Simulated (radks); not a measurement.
Q: Coherent X-ray form factor from a spherical all-electron density. Method: scalar-relativistic Kohn-Sham, LDA (Slater exchange, VWN5 correlation), spin-polarised, spherical densities, point nucleus; computed with a radial shooting solver on a logarithmic mesh with Libxc functionals.

| sin(theta)/lambda (1/angstrom) | f0 (electrons) |
|---|---|
| 0.05 | 30.714 |
| 0.1 | 29.901 |
| 0.15 | 28.682 |
| 0.2 | 27.211 |
| 0.25 | 25.628 |
| 0.3 | 24.036 |
| 0.4 | 21.025 |
| 0.5 | 18.321 |
| 0.6 | 15.907 |
| 0.8 | 11.969 |
| 1 | 9.270 |
| 1.25 | 7.298 |
| 1.5 | 6.219 |
| 2 | 4.911 |

The species is in the configuration that NIST lists as its ground one. Which atom or ion scatters so?

A: The bromine ion Br4+, [Ar] 3d10 4s2 4p1. Extrapolating in s^2 from the first two rows gives f0(0) = 31.0, near the electron count 31; among species with that count, the fall with angle is slower the higher Z, and the table is that of Z = 35; from so few rows the species is fixed only to a neighbour or two.
